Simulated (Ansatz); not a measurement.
A made-up structure of TiOF₂, singlet:

O1  (0.835, -1.536, -0.374)
Ti2  (-0.058, -0.034, 0.006)
F3  (0.046, 0.471, 1.512)
F4  (-0.823, 1.100, -1.145)
(Å)

It is relaxed with PBE-D4/def2-SVP and then PBE0-D4/def2-TZVP (Ansatz 0.2.0). Atoms count as bonded within 1.22 times the sum of their covalent radii (H–H: 0.88 Å). The end point is not checked to be a true minimum.

**Question.** Does its bonding change? (Judge from chemistry; the calculation decides.)

**Answer.** By the calculation: No: no bond forms or breaks.

Where it ends: The first stage lowers the energy by 1.28 eV in 5 steps. It ends as TiOF₂ ([O][Ti]([F])[F]):
O1  (0.712, -1.346, -0.439)
Ti2  (-0.062, -0.031, 0.013)
F3  (0.118, 0.427, 1.732)
F4  (-0.767, 0.950, -1.307)
(Å)

Labels in which every atom is bracketed show which atoms are joined, not bond orders.

For scale, one of the runs: PBE0-D4/def2-TZVP relaxation, 138 basis functions, launched by `ansatz run in.yaml --threads 2 --pin off --events-out ev --progress --plain --max-ram 4352MiB`. The run took about 21 s on 2 CPU threads of an Arm Neoverse V1 (shared host).
